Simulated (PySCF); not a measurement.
ClSn (SMILES [Cl][Sn]), doublet, at a GFN2-xTB geometry (such geometries of metal compounds can be far from the true shape) (core potentials on Sn). Base run: HF/def2-SVP (PySCF).

PySCF was given this input:
```python
from pyscf import gto, scf

mol = gto.M(
    atom='''
Sn   -0.00000000   -0.00000000   -0.60000371
Cl    0.00000000    0.00000000    1.76471678
''',
    basis='def2-svp',
    ecp={'Sn': 'def2-svp'},
    spin=1,
    verbose=3,
)

mf = scf.UHF(mol)
mf.kernel()
mo_i, mo_e, stable_i, stable_e = mf.stability(internal=True, external=True, return_status=True, nroots=6, tol=1e-6)
print('internally stable:', stable_i, ' externally stable:', stable_e)
if not stable_i:
    umf = mf.copy()
    umf.scf_summary = {}
    umf.kernel(umf.make_rdm1(mo_i, mf.mo_occ))
mf.analyze()
```

The bond that is stretched is that between atoms 2 and 1. A test that says stable can miss a lower solution.

Each row names what was changed in the base input (with any setting that the change needs).

```tsv
change	ΔE vs base (mEh)	<S^2>	E after following the instability (Eh)	<S^2> there	stability test says	outcome
base	0.000	0.762	-	-	external instability	converged
bond × 1.25	35.165	0.763	-	-	external instability	converged
bond × 1.5	87.089	0.794	-672.66117	1.24	internal instability	converged
bond × 1.8	-	-	-	-	-	not converged
bond × 2.2	185.8	0.798	-672.56533	1.07	internal instability	converged
bond × 3.0	91.380	1.765	-672.65549	1.76	internal instability	converged
```

On stretching, the SCF can end on different states; <S^2> shows the spin contamination of each.
